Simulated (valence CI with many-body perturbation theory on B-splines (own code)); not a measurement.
# Assign the levels of In

Computed by valence CI with perturbative core correlation (CI+MBPT): three valence electrons over a frozen Dirac-Fock core [Kr] 4d10, radial functions for each j: 11 s, 11 p, 9 d, 7 f, 5 g, 2 h, 1 i, with the one-electron correlation potential Σ1 (screened to all orders), the two-electron term Σ2, the three-electron term Σ3, Breit, model QED; selected single and double excitations, second order for the rest (own B-spline code, finite nucleus).

Against 12 measured levels this calculation errs by 138 cm⁻¹ on average and by 460 at most. These come from a selection out of the NIST Handbook of Basic Atomic Spectroscopic Data. Levels without a partner in it may be off by more.

| No. | J | Parity | E (cm⁻¹) | g |
| --- | --- | --- | --- | --- |
| 1 | 1/2 | odd | 0.0 | 0.666 |
| 2 | 3/2 | odd | 2213 | 1.334 |
| 3 | 1/2 | even | 24533 | 2.002 |
| 4 | 1/2 | odd | 31872 | 0.666 |
| 5 | 3/2 | odd | 32166 | 1.334 |
| 6 | 3/2 | even | 32903 | 0.801 |
| 7 | 5/2 | even | 32924 | 1.202 |
| 8 | 1/2 | even | 34517 | 2.664 |
| 9 | 3/2 | even | 35562 | 1.731 |
| 10 | 1/2 | even | 36302 | 2.002 |
| 11 | 5/2 | even | 37002 | 1.589 |
| 12 | 1/2 | odd | 38835 | 0.666 |
| 13 | 3/2 | odd | 38943 | 1.334 |
| 14 | 3/2 | even | 39049 | 0.800 |

Energies count from the lowest level. Strongly mixed levels and levels close to another of their J and parity are left out, so the numbers can have gaps.

(1) Give configuration and LS term of each level.

Results:

(1) 1: 5s2.5p 2P°; 2: 5s2.5p 2P°; 3: 5s2.6s 2S; 4: 5s2.6p 2P°; 5: 5s2.6p 2P°; 6: 5s2.5d 2D; 7: 5s2.5d 2D; 8: 5s.5p2 4P; 9: 5s.5p2 4P; 10: 5s2.7s 2S; 11: 5s.5p2 4P; 12: 5s2.7p 2P°; 13: 5s2.7p 2P°; 14: 5s2.6d 2D.
